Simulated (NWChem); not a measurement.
# SiH2OBrCl; SMILES O[SiH](Cl)Br

```xyz
6

Si    -0.4922     0.5991     0.4350
O     -1.9082     0.9166    -0.3324
Cl     0.9666     1.9376    -0.1269
Br     0.2399    -1.4358    -0.0532
H     -0.7439     0.7051     1.8831
H     -1.9297     0.8888    -1.2947
```
Atoms are numbered in this order, from 1.

Program: NWChem. Coordinates come from a PBE0/def2-SVP optimisation. Ions are spin-unrestricted doublets at the neutral geometry; other ion states weren't tried.

Q: Predict the results for BHandHLYP/def2-SVP. Quantities: vertical ionisation energy, ΔSCF (eV); −ε(HOMO) (eV).

A: The vertical ionisation energy, ΔSCF (eV) comes out as 11.10 and the −ε(HOMO) (eV) is 9.73.
